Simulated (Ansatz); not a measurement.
C$_{4}$H$_{10}$SeZn (SMILES C[C](C)(C)[Zn][SeH]), singlet, geometry from GFN2-xTB (such geometries of metal compounds can be far from the true shape); PBE/def2-SV(P) run with Ansatz (an electronic-structure program).

Ansatz was given this input:
Ansatz 0.2 input:
```yaml
crystal:
  periodic: [false, false, false]
  atoms:
    - {symbol: Zn, position_ang: [0.27492531, -0.27926194, -0.76426723]}
    - {symbol: C, position_ang: [0.54840704, 1.73310667, -0.42518994]}
    - {symbol: C, position_ang: [-0.86714425, 2.23565626, -0.17684354]}
    - {symbol: C, position_ang: [1.33969346, 1.74209124, 0.87540706]}
    - {symbol: C, position_ang: [1.24327480, 2.55670760, -1.49671454]}
    - {symbol: H, position_ang: [-0.83470584, 3.24626701, 0.23700887]}
    - {symbol: H, position_ang: [-1.39049964, 1.60437021, 0.54482795]}
    - {symbol: H, position_ang: [-1.44770865, 2.26984325, -1.09816701]}
    - {symbol: H, position_ang: [0.87748490, 1.09533481, 1.62489336]}
    - {symbol: H, position_ang: [2.36873888, 1.41859425, 0.72093301]}
    - {symbol: H, position_ang: [1.36430942, 2.75316416, 1.28842564]}
    - {symbol: H, position_ang: [2.25119559, 2.19494269, -1.68617726]}
    - {symbol: H, position_ang: [0.68819258, 2.54341549, -2.43172981]}
    - {symbol: H, position_ang: [1.31516555, 3.59462486, -1.16225035]}
    - {symbol: Se, position_ang: [-0.77077577, -1.73282809, 0.93711428]}
    - {symbol: H, position_ang: [-0.81894179, -3.03191454, 0.36841299]}
basis:
  gaussian:
    orbitals: def2-SV_P_.json
hamiltonian:
  xc: pbe
```
The basis file holds def2-SV(P) in the JSON format of the Basis Set Exchange.

What the program printed (banner, timings and long lists left out):

```
Functional definition: PBE
1801 factors; their error is unknown
mean field evaluation 1: about -118017.8213 eV, gradient 9.4e1 eV
mean field evaluation 2: about -117853.5563 eV, gradient 2.3e2 eV
mean field evaluation 4: about -118035.6160 eV, gradient 3.4e1 eV
mean field evaluation 8: about -118038.9005 eV, gradient 2.0e-1 eV
mean field evaluation 16: about -118038.7370 eV, gradient 4.8e-4 eV
mean field -118038.73697267 eV, -4337.8435742160 hartree, gradient 4.3e-5 eV, S^2 0.000000; 0 other end points of the search recorded, 0 dependent functions left out
reference -118038.73701795 eV, -4337.8435758802 hartree; 49, 49 occupied and 83, 83 virtual orbitals, 1801 factors
Total energy: -118038.73701795 eV, -4337.8435758802 hartree
```
